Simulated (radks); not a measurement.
Values are calculated unless marked as measured or tabulated.
How relativity changes the ionisation of the sulfur ion S2+ ([Ne] 3s2 3p2) to S3+ ([Ne] 3s2 3p1). Spin-unpolarised spherical Kohn-Sham, PBE, point nucleus unless stated (finite: rms radius 3.2611 fm), a radial shooting solver on a logarithmic mesh with Libxc functionals. A level marked "c x" has the speed of light scaled by that factor and shares open shells by 2j + 1; other Dirac levels either fill j = l - 1/2 first or share by 2j + 1.

| level | E(S2+) (hartree) | E(S3+) (hartree) | IE (eV) | HOMO | <r> HOMO (bohr) |
|---|---|---|---|---|---|
| non-rel. | -396.66246 | -395.41115 | 34.050 | 3p | 1.767 |
| scalar-rel. | -397.79452 | -396.54350 | 34.042 | 3p | 1.766 |
| scalar-rel., finite nucleus | -397.79414 | -396.54312 | 34.042 | 3p | 1.766 |
| Dirac, 2j+1 shares | -397.79547 | -396.54444 | 34.042 | 3p3/2 | 1.768 |
| Dirac, low j first | -397.80112 | -396.54771 | 34.107 | 3p1/2 | 1.763 |
| Dirac, 2j+1 shares, finite nucleus | -397.79509 | -396.54406 | 34.042 | 3p3/2 | 1.768 |
| Dirac, c x 0.75 | -398.68733 | -397.43653 | 34.036 | 3p3/2 | 1.769 |
| Dirac, c x 0.85 | -398.23471 | -396.98380 | 34.039 | 3p3/2 | 1.769 |
| Dirac, c x 1.25 | -397.38583 | -396.13470 | 34.045 | 3p3/2 | 1.768 |

NIST Atomic Spectra Database: 34.86 eV (semi-empirical). The relativistic part of the total energy of S2+ is -1.133 hartree (Dirac, 2j+1 shares, finite nucleus), 0.29 % of the non-relativistic value. Spin polarisation and multiplet splitting of open shells are left out at every level.

Beside tabulated values, note that spin-unpolarised runs miss the spin-polarisation part of the exchange energy of open shells.
